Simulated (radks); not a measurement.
Question: The rhenium ion Re6+ is in [Xe] 4f14 5d1. Calculated with a radial shooting solver on a logarithmic mesh with Libxc functionals: scalar-relativistic Kohn-Sham, PBE, spin-polarised, spherical densities, finite nucleus; Fermi nuclear charge, rms radius of each element as measured or else 0.836 A^(1/3) + 0.57 fm. Open shells are filled with parallel spins first. One electron is removed from 5p, 4f, 5s, 5d in turn, with full relaxation. Which removal costs least, and what does each cost?

Answer: 5d 81.938 eV; 5p 130.11 eV; 4f 134.40 eV; 5s 170.93 eV. The 5d electron leaves first.
